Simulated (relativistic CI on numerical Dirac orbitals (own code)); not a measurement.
## One change at a time: Ho29+

Base calculation: Dirac-Coulomb-Breit CI, orbitals from a KLI potential per configuration, QED by a radiative potential, unscaled Slater integrals.

Configuration list (outside the closed core [Ar] 3d10): 4s²4p⁶4d², 4s²4p⁵4d³, 4s²4p⁶4d4f, 4s4p⁶4d³, 4s²4p⁵4d²4f, 4s4p⁶4d²4f, 4s²4p⁶4d5s, 4s²4p⁶4f5s, 4s²4p⁶4d5p, 4s²4p⁶4f², 4s²4p⁵4f³, 4s4p⁶4f³, 4s²4p⁶4f5p, 4s²4p⁵4f²5p, 4s4p⁶4f²5p. Double excitations out of closed p, d and f shells are left out; levels of such configurations are missing from the list, as are those of other unlisted configurations, and high levels can miss mixing partners.

The lowest level and the first level of each name with at least 55 % of one term (blank where a level has no safe partner in the second run):

| Level | Base (cm⁻¹) | Shift (cm⁻¹) |
| --- | --- | --- |
| 4s²4p⁶4d² ³F2 | 0 | 0 |
| 4s²4p⁶4d² ³P0 | 56052 | -20793 |
| 4s²4p⁶4d² ³F3 | 76925 | -76925 |
| 4s²4p⁶4d² ³P1 | 113163 | -77904 |
| 4s²4p⁶4d² ¹S0 | 273050 | -133459 |
| 4s²4p⁵4d³ ⁵D°0 | 1071618 | -110412 |
| 4s²4p⁵4d³ ³P°1 | 1242026 | -215194 |
| 4s²4p⁵4d³ ³I°7 | 1247848 | -191110 |
| 4s²4p⁵4d³ ³D°1 | 1279921 |  |

At this charge energies of transitions that change n are usually good to better than 1 %, and those within a shell (Δn = 0) to a few per cent. Terms inside the open d or f shell come out 10 to 20 % too wide with unscaled integrals.

**Question.** One thing was changed in a second run, which moved the levels as shown. Which?
A. non-relativistic limit
B. only the first 3 configurations
C. configuration mixing switched off
D. QED terms removed
E. Breit term removed

**Answer.** A. Non-relativistic limit. Without relativity the fine structure collapses and s electrons lose their extra binding.

LS names give the leading component of a level, which can be under half, so a name can repeat, a term be missing and a line seem to break the LS rules.
